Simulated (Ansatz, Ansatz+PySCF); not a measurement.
```xyz
2

C    -0.0126    0.0195   -1.1607
S    -0.0179    0.0360    0.4485
```

Basis set: def2-SVP (spherical functions). Left uncorrelated: 6 orbitals. Charge 0, multiplicity 1.

Computed with Ansatz (development build ahead of 0.2.0); each method stands on the lowest determinant of its kind that the runs found. Restricted open shells among the atoms or ions are ROHF, correlated in semicanonical orbitals with singles. Restricted functionals stand beside restricted open-shell atoms, which can lie above the unrestricted atoms usual in DFT and then raise those values.

The atomization energy at this shape (free ground-state atoms in the same class of orbitals less the molecule, no zero-point energy) of singlet CS:

```tsv
method	atomization energy
ωB97X (restricted)	7.07 eV
ωB97X (unrestricted)	6.95 eV
r²SCAN (restricted)	7.31 eV
r²SCAN (unrestricted)	7.17 eV
PBE0 (unrestricted)	7.11 eV
PBE0 (restricted)	7.20 eV
PBE (unrestricted)	7.73 eV
PBE (restricted)	7.79 eV
RHF-CCSD(T)	6.83 eV
UHF-CCSD	6.44 eV
RHF-MP2	7.03 eV
UHF	3.89 eV
```

Question: What does RHF give?

Answer: 4.11 eV. Caution for RHF-CCSD(T), UHF-CCSD, RHF-MP2: large share of triples, a single reference is doubtful.
